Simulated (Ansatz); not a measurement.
`CCC(CC(CC(C)c1ccc(Cl)cc1)c1ccc(Cl)cc1)c1ccc(Cl)cc1`. Charge 0, multiplicity 3. Geometry r2SCAN-D4/def2-SVP, that of the neutral singlet; atoms count from 1.

```xyz
56

C     2.080   -2.710    1.125
C     1.324   -1.414    0.853
C     0.828   -1.282   -0.598
C     0.074    0.039   -0.839
C    -1.177    0.244    0.028
C    -1.864    1.591   -0.263
C    -0.993    2.839   -0.020
C    -1.820    4.115   -0.212
C    -0.326    2.804    1.342
C     1.071    2.841    1.465
C     1.699    2.781    2.713
C     0.913    2.683    3.863
Cl    1.679    2.601    5.426
C    -0.483    2.652    3.776
C    -1.088    2.711    2.520
C    -2.164   -0.897   -0.109
C    -2.671   -1.277   -1.363
C    -3.588   -2.322   -1.491
C    -4.010   -3.002   -0.345
Cl   -5.154   -4.309   -0.494
C    -3.527   -2.648    0.917
C    -2.609   -1.599    1.021
C     1.952   -1.417   -1.606
C     1.897   -2.383   -2.622
C     2.915   -2.504   -3.572
C     4.010   -1.640   -3.506
Cl    5.290   -1.778   -4.684
C     4.096   -0.666   -2.506
C     3.068   -0.564   -1.568
H     1.457   -3.588    0.881
H     2.367   -2.788    2.185
H     2.998   -2.779    0.519
H     1.955   -0.541    1.106
H     0.453   -1.356    1.529
H     0.124   -2.115   -0.784
H     0.775    0.873   -0.661
H    -0.203    0.102   -1.907
H    -0.860    0.272    1.085
H    -2.773    1.659    0.363
H    -2.221    1.609   -1.310
H    -0.187    2.849   -0.775
H    -1.197    5.015   -0.094
H    -2.638    4.172    0.525
H    -2.274    4.138   -1.217
H     1.687    2.918    0.562
H     2.788    2.809    2.799
H    -1.082    2.578    4.687
H    -2.182    2.682    2.460
H    -2.343   -0.752   -2.266
H    -3.979   -2.613   -2.469
H    -3.867   -3.190    1.802
H    -2.229   -1.319    2.010
H     1.038   -3.061   -2.669
H     2.865   -3.260   -4.359
H     4.963   -0.001   -2.471
H     3.145    0.197   -0.784
```

Single mean-field runs in def2-SVP are fitted with def2-universal-jkfit. At PBE0-D4/def2-SVP a singlet of charge 0 lies 3.99 eV below the triplet at the same geometry.

**Question.** Estimate the Mulliken populations of the heavy atoms from the PBE0/def2-SVP orbitals of Ansatz.

**Answer.** 
| atom | charge (e) | spin (α − β) |
| --- | --- | --- |
| C1 | -0.05 | 0.00 |
| C2 | -0.08 | 0.00 |
| C3 | -0.08 | 0.00 |
| C4 | 0.04 | 0.00 |
| C5 | -0.08 | 0.01 |
| C6 | 0.04 | 0.03 |
| C7 | -0.12 | -0.06 |
| C8 | 0.00 | 0.02 |
| C9 | -0.03 | 0.69 |
| C10 | -0.03 | -0.31 |
| C11 | -0.01 | 0.64 |
| C12 | -0.01 | 0.61 |
| Cl13 | -0.06 | 0.09 |
| C14 | 0.04 | -0.29 |
| C15 | -0.07 | 0.60 |
| C16 | -0.03 | 0.00 |
| C17 | -0.04 | 0.00 |
| C18 | 0.02 | 0.00 |
| C19 | 0.00 | 0.00 |
| Cl20 | -0.10 | 0.00 |
| C21 | 0.02 | 0.00 |
| C22 | -0.03 | 0.00 |
| C23 | -0.03 | 0.00 |
| C24 | -0.03 | 0.00 |
| C25 | 0.02 | 0.00 |
| C26 | 0.00 | 0.00 |
| Cl27 | -0.11 | 0.00 |
| C28 | 0.02 | 0.00 |
| C29 | -0.04 | 0.00 |
Mulliken values depend strongly on the basis.

**Question.** Where does the spin sit?

**Answer.** Summed by element: C 1.95, Cl 0.09, H -0.04, of 2 unpaired in all. Largest on single atoms: C9 0.69, C11 0.64, C12 0.61.

**Question.** And the Mayer bond orders between heavy atoms (over 0.3)?

**Answer.** C1–C2 1.10 (1.52 Å); C2–C3 1.04 (1.54 Å); C3–C4 1.04 (1.54 Å); C3–C23 1.00 (1.52 Å); C4–C5 1.04 (1.54 Å); C5–C6 1.05 (1.54 Å); C5–C16 0.99 (1.51 Å); C6–C7 1.03 (1.54 Å); C7–C8 1.06 (1.53 Å); C7–C9 1.02 (1.52 Å); C9–C10 1.36 (1.40 Å); C9–C15 0.93 (1.41 Å); C10–C11 1.43 (1.40 Å); C11–C12 0.95 (1.40 Å); C12–Cl13 1.06 (1.74 Å); C12–C14 1.33 (1.40 Å); C14–C15 1.46 (1.40 Å); C16–C17 1.36 (1.41 Å); C16–C22 1.41 (1.40 Å); C17–C18 1.40 (1.40 Å); C18–C19 1.38 (1.40 Å); C19–Cl20 0.98 (1.74 Å); C19–C21 1.40 (1.40 Å); C21–C22 1.38 (1.40 Å); C23–C24 1.41 (1.40 Å); C23–C29 1.36 (1.41 Å); C24–C25 1.38 (1.40 Å); C25–C26 1.40 (1.40 Å); C26–Cl27 0.98 (1.74 Å); C26–C28 1.38 (1.40 Å); C28–C29 1.40 (1.40 Å).
